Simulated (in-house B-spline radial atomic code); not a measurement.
Spin-orbit splittings of orbital energies (j = l + 1/2 less j = l - 1/2) and ratios of mean radii (lower j over upper j) along the 9-electron series, configuration [He] 2s2 2p5. Computed with a radial B-spline atomic code at the basis-set limit: Dirac-Hartree-Fock, average of the configuration, finite nuclei.

| ion | Z | splitting of 2p (eV) | radius ratio of 2p |
| --- | --- | --- | --- |
| F | 9 | 0.072615 | 0.99797 |
| Ne+ | 10 | 0.1277 | 0.9979 |
| Mg3+ | 12 | 0.33441 | 0.99732 |
| Al4+ | 13 | 0.50387 | 0.99694 |
| Si5+ | 14 | ? | ? |
| P6+ | 15 | 1.029 | 0.99602 |
| S7+ | 16 | ? | ? |
| Cl8+ | 17 | 1.8881 | 0.99494 |
| Ar9+ | 18 | 2.4795 | 0.99434 |
| K10+ | 19 | 3.2006 | 0.9937 |
| Ca11+ | 20 | ? | ? |
| Sc12+ | 21 | 5.1051 | 0.99231 |
| Ti13+ | 22 | 6.3282 | 0.99155 |

(1) Fill in the row of Si5+.

(2) Fill in the row of S7+.

(3) Fill in the row of Ca11+.

(4) With what power of Z does the column «splitting of 2p (eV)» change over this range?

Results:

(1) splitting of 2p (eV): 0.73141; radius ratio of 2p: 0.9965.

(2) splitting of 2p (eV): 1.4098; radius ratio of 2p: 0.9955.

(3) splitting of 2p (eV): 4.0694; radius ratio of 2p: 0.99302.

(4) A fit of the logarithm of its size against log Z from Z = 9 to 22 has slope 4.98. An unscreened hydrogenic electron would give 4 at low Z; screening makes the apparent power larger near the neutral end, and relativity raises it again at high Z.
